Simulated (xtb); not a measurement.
Cl$_{3}$OTa (SMILES [O]=[Ta]([Cl])([Cl])[Cl]), singlet, at a GFN2-xTB geometry (such geometries of metal compounds can be far from the true shape). Base run: GFN2-xTB run with xtb.

The xtb input:
```
$ xtb mol.xyz --gfn 2 --json

# file mol.xyz
5

Ta     0.15665099     0.08849969    -0.15002696
O      1.28874592     0.72807464    -1.23425093
Cl     1.08693711    -0.91589593     1.59030402
Cl    -1.17072286    -1.42716546    -1.06863054
Cl    -1.19536069     1.62040996     0.70338389
```

Variants of this job, named by their change:

```
change          ΔE vs base (kJ/mol)  HOMO-LUMO gap (eV)  dipole (D)  G_solv (kcal/mol)  SCF cycles
--------------  -------------------  ------------------  ----------  -----------------  ----------
base                           0.00                3.74        3.91                  -          12
acc = 1000                     0.04                3.72        3.93                  -           7
alpb = dmf                    -28.6                3.77        3.98              -6.90          13
alpb = acetone                -28.0                3.77        3.98              -6.75          13
alpb = hexane                -25.14                3.79        3.93              -6.15          13
acc = 30                       0.00                3.74        3.91                  -          11
etemp = 10000                -124.1                4.07        3.40                  -          14
```

ALPB and GBSA are two models with their own fitted parameters for each solvent, which aren't always the measured dielectric constant.
